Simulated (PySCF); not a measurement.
Computed shifts of a molecule C2H8GaN, PBE/pcSseg-1 run with PySCF, GIAO, gas phase, atoms alike by connectivity averaged where their shifts nearly agree, in ppm (number of nuclei): ¹³C: -4.0 (2). ¹H: 2.62 (2), 0.27 (6). ¹⁵N: 79.2 (1). References: ¹³C against TMS (σ = 182.0 ppm); ¹H against TMS (σ = 31.49 ppm); ¹⁵N against NH3 (σ = 267.0 ppm), references at their B3LYP-D3(BJ)/def2-TZVP geometries, non-relativistic. The structure is a stationary point at TPSSh-D3(BJ)/def2-SVP. The values are those of a single conformer.

### Question
Which structure fits?
(A) C[CH2][GaH][NH2]
(B) [CH3][Ga]([CH3])[NH2]
(C) C[N](C)[GaH2]

### Answer
B, [CH3][Ga]([CH3])[NH2]
